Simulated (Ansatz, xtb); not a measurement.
C4H5BrClF: which of two isomers lies lower

Structure I: `C=C[C@](F)(Br)CCl`, a singlet. Structure II: `C[C@H](F)/C(Br)=C\Cl`, a singlet. Both are isolated molecules in the gas phase, relaxed with PBE0-D3(BJ)/def2-SVP; the shapes shown needn't be the lowest conformers.

I (Å):

```yaml
atoms:
  - { symbol: C, position_ang: [-2.1762, -0.2077, -0.8401] }
  - { symbol: C, position_ang: [-0.9266, -0.6481, -0.9654] }
  - { symbol: C, position_ang: [-0.2067, -0.6866, -2.2690] }
  - { symbol: C, position_ang: [1.1408, 0.0120, -2.2800] }
  - { symbol: Br, position_ang: [0.1982, -2.5913, -2.6866] }
  - { symbol: Cl, position_ang: [0.9578, 1.7446, -1.9153] }
  - { symbol: F, position_ang: [-0.9724, -0.2092, -3.2698] }
  - { symbol: H, position_ang: [-2.7390, 0.1439, -1.7076] }
  - { symbol: H, position_ang: [-2.6675, -0.1864, 0.1349] }
  - { symbol: H, position_ang: [-0.3504, -1.0015, -0.1053] }
  - { symbol: H, position_ang: [1.5936, -0.0862, -3.2749] }
  - { symbol: H, position_ang: [1.8039, -0.4348, -1.5292] }
```

II (Å):

```csv
atom,x (Å),y (Å),z (Å)
C,-2.2800,0.1165,0.0862
C,-1.6320,-1.2278,-0.1591
C,-0.2144,-1.2921,0.3393
C,0.8884,-1.2261,-0.4121
Br,-0.0149,-1.4244,2.2091
Cl,0.8500,-1.0770,-2.1298
F,-2.3746,-2.2102,0.4517
H,-2.2733,0.3559,1.1593
H,-1.7407,0.9046,-0.4585
H,-3.3217,0.0917,-0.2639
H,-1.6060,-1.4481,-1.2393
H,1.8937,-1.2485,0.0112
```

Quicker runs give these differences E(II) − E(I): GFN2-xTB −32.12 kJ/mol; HF/STO-3G −19.63 kJ/mol (at GFN2-xTB geometries); r2SCAN-D4/def2-SVP −1.20 kJ/mol (at GFN2-xTB geometries).

Problem. Estimate E(II) − E(I) at the level CCSD(T)/def2-SVP + ΔMP2/def2-TZVPP.

Solution. Too close to call at this level: CCSD(T)/def2-SVP + ΔMP2/def2-TZVPP gives E(II) − E(I) = −0.24 kJ/mol.

How the difference moves with the method:

| level | geometry | E(II) − E(I) (kJ/mol) | departure from the last row (kJ/mol) | job, with rough time for the two |
| --- | --- | --- | --- | --- |
| GFN2-xTB | GFN2-xTB | −32.12 | −31.89 | optimisation, 0.18 s |
| HF/STO-3G | GFN2-xTB | −19.63 | −19.39 | single point, 0.5 s |
| r2SCAN-D4/def2-SVP | GFN2-xTB | −1.20 | −0.96 | single point, 2.5 s |
| PBE0-D3(BJ)/def2-SVP | PBE0-D3(BJ)/def2-SVP | −4.62 | −4.39 | optimisation, 38 s |
| HF/def2-SVP | PBE0-D3(BJ)/def2-SVP | +3.67 | +3.90 | part of the CCSD(T) run |
| MP2/def2-SVP | PBE0-D3(BJ)/def2-SVP | −2.09 | −1.86 | part of the CCSD(T) run |
| CCSD(T)/def2-SVP | PBE0-D3(BJ)/def2-SVP | +0.46 | +0.69 | single point |
| CCSD(T)/def2-SVP + ΔMP2/def2-TZVPP | PBE0-D3(BJ)/def2-SVP | −0.24 |  | single point, 52 s |

As drawn, both hold the same kinds of bond in the same numbers. Structure I has 0 methyl groups, II 1.

The largest departure from CCSD(T)/def2-SVP + ΔMP2/def2-TZVPP is that of GFN2-xTB, 31.89 kJ/mol. The last row adds to CCSD(T) the change of the MP2 difference between the two basis sets, here −0.69 kJ/mol.

With thermal terms from frequencies at re-optimised GFN2-xTB minima (ideal gas, soft modes damped towards free rotors, one conformer each, 298.15 K, 1 atm): the zero-point term adds +2.27 kJ/mol; ΔH is +2.13 and ΔG +2.18 kJ/mol.

The correlated steps freeze 19 core orbitals; the filled d shell of Br is correlated, in a basis made for valence electrons. Run with Ansatz 0.2.0, xtb 6.7.1; the last row on 4 threads of Intel(R) Xeon(R) Platinum 8375C CPU @ 2.90GHz (Ice Lake) on a shared host.
